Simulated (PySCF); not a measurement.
BrIMg. Atoms are numbered in the order given.

```xyz
3

Mg     0.0000     0.0000     0.5262
Br     0.0000     0.0000     2.8481
I      0.0000     0.0000    -2.0000
```
Charge 0, spin multiplicity 1.

Geometry: PBE0-D3(BJ)/def2-TZVP. The def2 effective core potentials stand for the cores of I; spin–orbit coupling is left out.

Level of theory: TDA-CAM-B3LYP/def2-SVPD (PySCF).

Vertical excitations; the highest root listed may be one member of a degenerate set. The molecule is in vacuum. State labels are in the subgroup C2v.

```json
[
 {"state": "S1", "symmetry": "B2", "energy (eV)": "4.93", "λ (nm)": "252", "f": "0.027", "main pairs": "HOMO→LUMO (degenerate set)"},
 {"state": "S2", "symmetry": "B1", "energy (eV)": "4.93", "λ (nm)": "252", "f": "0.027", "main pairs": "HOMO−1→LUMO (degenerate set)"},
 {"state": "S3", "symmetry": "B2", "energy (eV)": "5.61", "λ (nm)": "221", "f": "0.054", "main pairs": "HOMO−2→LUMO (degenerate set)"},
 {"state": "S4", "symmetry": "B1", "energy (eV)": "5.61", "λ (nm)": "221", "f": "0.054", "main pairs": "HOMO−3→LUMO (degenerate set)"},
 {"state": "S5", "symmetry": "A2", "energy (eV)": "6.14", "λ (nm)": "202", "f": "0.000", "main pairs": "HOMO→LUMO+1 47 %, HOMO−1→LUMO+2 47 %"},
 {"state": "S6", "symmetry": "A1", "energy (eV)": "6.17", "λ (nm)": "201", "f": "0.077", "main pairs": "HOMO−4→LUMO, HOMO→LUMO+2, HOMO−1→LUMO+1 (degenerate set)"},
 {"state": "S7", "symmetry": "A1", "energy (eV)": "6.17", "λ (nm)": "201", "f": "0.000", "main pairs": "HOMO−1→LUMO+1, HOMO→LUMO+2 (degenerate set)"},
 {"state": "S8", "symmetry": "A2", "energy (eV)": "6.17", "λ (nm)": "201", "f": "0.000", "main pairs": "HOMO−1→LUMO+2, HOMO→LUMO+1 (degenerate set)"},
 {"state": "S9", "symmetry": "A2", "energy (eV)": "6.83", "λ (nm)": "181", "f": "0.000", "main pairs": "HOMO−3→LUMO+2 47 %, HOMO−2→LUMO+1 47 %"},
 {"state": "S10", "symmetry": "A2", "energy (eV)": "6.87", "λ (nm)": "181", "f": "0.000", "main pairs": "HOMO−2→LUMO+1 47 %, HOMO−3→LUMO+2 47 %"},
 {"state": "T1", "symmetry": "B2", "energy (eV)": "4.66", "λ (nm)": "266", "f": "0", "main pairs": "HOMO→LUMO (degenerate set)"},
 {"state": "T2", "symmetry": "B1", "energy (eV)": "4.66", "λ (nm)": "266", "f": "0", "main pairs": "HOMO−1→LUMO (degenerate set)"},
 {"state": "T3", "symmetry": "B1", "energy (eV)": "5.32", "λ (nm)": "233", "f": "0", "main pairs": "HOMO−3→LUMO (degenerate set)"},
 {"state": "T4", "symmetry": "B2", "energy (eV)": "5.32", "λ (nm)": "233", "f": "0", "main pairs": "HOMO−2→LUMO (degenerate set)"}
]
```
Triplets are in the Tamm–Dancoff approximation.
